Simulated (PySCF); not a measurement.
## A small calculation by hand: entropy of an ideal gas

CBr2, SMILES Br[C]Br (connectivity only; charge and spin as stated), neutral, multiplicity 1.

Coordinates come from a B3LYP-D3(BJ)/def2-TZVP optimisation.

B3LYP-D3(BJ)/def2-TZVP run with PySCF gives the harmonic wavenumbers 194, 590, 630 cm⁻¹ and the rotational temperatures 1.8512, 0.0624, 0.0604 K. The molar mass is 171.82 g/mol, the symmetry number 2, the spin multiplicity 1.

### Question
Work out the entropy at 298.15 K and 1 atm in the rigid-rotor, harmonic-oscillator model.

### Answer

Translation (Sackur–Tetrode at 1 atm): S = R[1.5 ln M + 2.5 ln T − 1.16487] = 172.9 J/(mol K).
Rotation: q = (√π/σ) T^1.5/√(θA θB θC) = 54600, S = R[ln q + 3/2] = 103.2 J/(mol K).
Vibration: with u = 1.4388 ν/T, each mode gives R[u/(e^u − 1) − ln(1 − e^−u)]:
```tsv
ν (cm⁻¹)	modes	u	S (J/(mol K))
194	1	0.94	9.16
590	1	2.85	1.95
630	1	3.04	1.68
```
These are all the modes. Sum 12.8 J/(mol K).
Spin: R ln 1 = 0.0 J/(mol K).
Total 288.9 J/(mol K); the program's own thermochemistry gives 288.9. Translation makes up 60 % and vibration 4 %. Anharmonicity, hindered rotation and orbital degeneracy are left out.
